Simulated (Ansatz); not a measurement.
Ideal-gas functions of Br2ClGa, SMILES `[Cl][Ga]([Br])[Br]` at 500 K and 1 bar, from an Ansatz frequency run at PBE0-D4/def2-TZVP.

Molar mass 264.98 g/mol, point group C2v (symmetry number 2), electronic degeneracy 1, moments of inertia 317.661, 615.749, 933.41 u Å². Harmonic wavenumbers (cm⁻¹, unscaled): 85, 106, 121, 261, 357, 448.

Use S(trans) = R[1.5 ln M + 2.5 ln T − 1.1517]; rotational temperatures θ = 24.2544 K / I; S(rot) = R[ln(√π/σ · √(T³/θAθBθC)) + 1.5]; for each mode x = 1.438777 ν̃/T, S = R[x/(eˣ − 1) − ln(1 − e⁻ˣ)] and H = RT x/(eˣ − 1); 1 cm⁻¹ = 0.0119627 kJ/mol; R = 8.31446 J/(mol·K).

Task: By hand: the entropy, in J/(mol·K).

Result: Translation 189.2. Rotation: θ = 0.0764, 0.0394, 0.026 K, giving 128.3. Vibration, mode by mode: 20.04, 18.22, 17.13, 10.89, 8.45, 6.76, in all 81.5. Electronic 0.0. Sum 399.0 J/(mol·K).

Task: By hand: H − E and G − E in kJ/mol, counted from the electronic energy.

Result: Zero-point energy ½ × 1378 × 0.0119627 = 8.2; thermal vibration 17.9; translation, rotation and pV give 4 RT = 16.6. H − E = 42.7 kJ/mol, and G − E = 42.7 − 500 × 399.0/1000 = -156.8 kJ/mol.

Vibration gives 20 % of the entropy, 55.4 J/(mol·K) of it from the modes under 150 cm⁻¹: soft modes count most, and the harmonic formula is weakest for them.
